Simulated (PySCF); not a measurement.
A geometry optimisation, step by step.

C2H2BrN3.
Atom-mapped SMILES: `[Br:1][c:2]1[cH:3][n:4][nH:5][n:6]1` (hydrogens: H7 on C3; H8 on N5)

Method: PBE0-D3(BJ)/def2-SVP geometry optimisation, gas phase (PySCF 2.14.0); density fitting, grid level 1; the optimiser is geomeTRIC in internal coordinates, started from a GFN2-xTB structure with every atom displaced at random (about 0.01 Å). The frame can shift and turn from step to step; on so coarse a grid that alone can change the energy by a few meV, and forces under 0.02 eV/Å are noise.

Step 0: E = -76592.7049 eV, largest atomic force 4.187 eV/Å
```
atom  x, y, z in Å  |  force x, y, z in eV/Å
Br1     2.479   -1.293    0.029   -0.785   0.402  -0.012
C2      0.771   -0.471    0.002    0.431  -0.657  -0.020
C3      0.431    0.900    0.013    3.360  -0.281   0.147
N4     -0.831    0.993   -0.007   -4.165   0.399  -0.160
N5     -1.290   -0.258   -0.044    2.100   1.311   0.133
N6     -0.352   -1.161   -0.033    0.298  -1.063  -0.051
H7      1.100    1.755    0.050   -0.050   0.097  -0.018
H8     -2.252   -0.485   -0.063   -1.190  -0.209  -0.019
```

Step 1: E = -76592.7661 eV, largest atomic force 1.084 eV/Å
```
atom  x, y, z in Å  |  force x, y, z in eV/Å
Br1     1.061   -0.797   -0.664    0.324  -0.265   0.267
C2     -0.511   -0.091    0.003   -0.013   0.176  -0.350
C3     -0.816    1.273    0.117   -0.969   0.189  -0.215
N4     -2.147    1.367    0.282    0.964   0.211   0.448
N5     -2.527    0.121    0.336   -0.808  -0.277  -0.061
N6     -1.617   -0.804    0.159    0.076  -0.098  -0.103
H7     -0.184    2.151    0.035    0.060   0.030  -0.031
H8     -3.516   -0.121    0.428    0.366   0.034   0.046
```

Step 2: E = -76592.8345 eV, largest atomic force 0.807 eV/Å
```
atom  x, y, z in Å  |  force x, y, z in eV/Å
Br1     1.104   -0.885   -0.536   -0.111   0.218   0.041
C2     -0.511   -0.062   -0.109   -0.592  -0.140  -0.419
C3     -0.847    1.295    0.050    0.110   0.250   0.759
N4     -2.134    1.366    0.396    0.284   0.114  -0.597
N5     -2.534    0.122    0.334    0.286  -0.141   0.032
N6     -1.623   -0.775    0.034   -0.049  -0.309   0.195
H7     -0.213    2.177    0.027    0.006   0.018  -0.051
H8     -3.500   -0.140    0.500    0.067  -0.010   0.040
```

Step 3: E = -76592.8614 eV, largest atomic force 0.377 eV/Å
```
atom  x, y, z in Å  |  force x, y, z in eV/Å
Br1     1.103   -0.846   -0.521   -0.018   0.027  -0.060
C2     -0.543   -0.069   -0.147    0.275  -0.177   0.189
C3     -0.838    1.294    0.061   -0.191  -0.210  -0.010
N4     -2.133    1.369    0.348    0.031  -0.056   0.178
N5     -2.530    0.118    0.332   -0.206   0.129  -0.081
N6     -1.637   -0.797    0.042    0.218   0.291  -0.073
H7     -0.190    2.167    0.051   -0.028  -0.026  -0.127
H8     -3.489   -0.137    0.531   -0.081   0.023  -0.016
```

Step 4: E = -76592.8719 eV, largest atomic force 0.122 eV/Å
```
atom  x, y, z in Å  |  force x, y, z in eV/Å
Br1     1.103   -0.841   -0.548    0.005   0.002   0.016
C2     -0.529   -0.074   -0.115   -0.045  -0.069   0.066
C3     -0.836    1.285    0.079   -0.079   0.093   0.005
N4     -2.132    1.368    0.361    0.075  -0.007  -0.043
N5     -2.535    0.121    0.329    0.033  -0.014   0.058
N6     -1.630   -0.792    0.060   -0.009   0.002  -0.113
H7     -0.197    2.163    0.028    0.009  -0.001  -0.010
H8     -3.501   -0.131    0.502    0.012  -0.006   0.021
```

Step 5: E = -76592.8716 eV, largest atomic force 0.155 eV/Å
```
atom  x, y, z in Å  |  force x, y, z in eV/Å
Br1     1.105   -0.839   -0.539    0.011  -0.013   0.000
C2     -0.531   -0.076   -0.113   -0.022  -0.001  -0.139
C3     -0.837    1.286    0.078   -0.043   0.022   0.059
N4     -2.131    1.368    0.363    0.044  -0.001   0.022
N5     -2.534    0.120    0.331   -0.048   0.003  -0.080
N6     -1.635   -0.792    0.040    0.044  -0.010   0.148
H7     -0.196    2.162    0.023    0.008  -0.002   0.007
H8     -3.499   -0.131    0.513    0.006   0.001  -0.016
```

Step 6: E = -76592.8728 eV, largest atomic force 0.029 eV/Å
```
atom  x, y, z in Å  |  force x, y, z in eV/Å
Br1     1.105   -0.841   -0.541    0.000   0.000  -0.001
C2     -0.532   -0.075   -0.118    0.004  -0.015  -0.004
C3     -0.837    1.287    0.078   -0.025   0.003   0.013
N4     -2.131    1.368    0.363    0.016  -0.001  -0.009
N5     -2.534    0.120    0.330   -0.011   0.003   0.004
N6     -1.633   -0.792    0.049    0.016   0.012  -0.003
H7     -0.196    2.163    0.025    0.002  -0.003  -0.003
H8     -3.499   -0.132    0.511   -0.001   0.000   0.002
```

Step 7: E = -76592.8728 eV, largest atomic force under 0.02 eV/Å
```
atom  x, y, z in Å  |  force x, y, z in eV/Å
Br1     1.105   -0.842   -0.541   -0.002   0.003   0.000
C2     -0.531   -0.074   -0.118   -0.012  -0.007   0.007
C3     -0.837    1.287    0.078   -0.006   0.014  -0.006
N4     -2.131    1.368    0.362    0.012   0.000   0.009
N5     -2.534    0.121    0.330    0.008  -0.002  -0.009
N6     -1.632   -0.792    0.049   -0.001  -0.007   0.001
H7     -0.196    2.163    0.025    0.001   0.000  -0.002
H8     -3.499   -0.132    0.512    0.000  -0.001  -0.001
```

Q: Summarise the path.

A: The energy falls by 16.21 kJ/mol from step 0 to step 7; nine tenths of that is first reached at step 3. It rises by more than 0.2 meV at step 5. The largest force goes from 4.187 to under 0.02 eV/Å. Among the bonds C3–N4 changes most, from 1.266 to 1.327 Å; the atoms move by 0.023 Å rms after alignment.

Q: Follow the three bonds and two angles with the largest change from start to end.

A: 
| step | E above end (kJ/mol) | largest force (eV/Å) | C3–N4 (Å) | Br1–C2 (Å) | N5–H8 (Å) | N4–N5–N6 (°) | C3–N4–N5 (°) |
| --- | --- | --- | --- | --- | --- | --- | --- |
| 0 | 16.21 | 4.187 | 1.266 | 1.895 | 0.988 | 113.7 | 105.9 |
| 1 | 10.29 | 1.084 | 1.344 | 1.848 | 1.022 | 117.8 | 103.1 |
| 2 | 3.70 | 0.807 | 1.334 | 1.862 | 1.015 | 116.6 | 103.4 |
| 3 | 1.10 | 0.377 | 1.328 | 1.858 | 1.012 | 117.5 | 103.8 |
| 4 | 0.09 | 0.122 | 1.328 | 1.855 | 1.014 | 117.1 | 103.6 |
| 5 | 0.12 | 0.155 | 1.328 | 1.855 | 1.014 | 117.1 | 103.6 |
| 6 | 0.00 | 0.029 | 1.327 | 1.856 | 1.014 | 117.1 | 103.7 |
| 7 | 0.00 | under 0.02 | 1.327 | 1.856 | 1.014 | 117.1 | 103.6 |

What follows is the cost of the whole optimisation. Hardware: one thread, Arm Neoverse V2 (aarch64) (shared host). Cost: 37 s, 0.47 GiB resident at most.
